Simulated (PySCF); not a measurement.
Rb(I) cation (IRb), SMILES [I][Rb] (connectivity only; charge and spin as stated), charge +1, multiplicity 2. Atoms are numbered in the order given.

```xyz
2

Rb     0.0000     0.0000    -2.2318
I      0.0000     0.0000     1.5580
```
Charge +1, spin multiplicity 2.

Geometry: PBE0-D3(BJ)/def2-TZVPD. The spin state was assumed, not searched. The def2 effective core potentials stand for the cores of I, Rb; spin–orbit coupling is left out.

All values below come from C-PCM-M06-2X/def2-TZVPD run with PySCF.

The values are the electrostatic part of the solvation free energy, E(continuum) − E(gas) at the gas-phase geometry, in a cavity of scaled van der Waals radii (PySCF's table); cavitation and dispersion terms are not included. A continuum can't describe solvent molecules that bind to the metal.

**Question.** Estimate the values in water (ε = 78.36), dichloromethane (ε = 8.93), dimethylsulfoxide (ε = 46.83). (Estimate from the structure and the level; the computed values follow.)

**Answer.** 
```json
[
 {"solvent": "water", "ε": "78.36", "ΔG(elec) (kcal/mol)": "-44.1"},
 {"solvent": "dichloromethane", "ε": "8.93", "ΔG(elec) (kcal/mol)": "-39.6"},
 {"solvent": "dimethylsulfoxide", "ε": "46.83", "ΔG(elec) (kcal/mol)": "-43.7"}
]
```
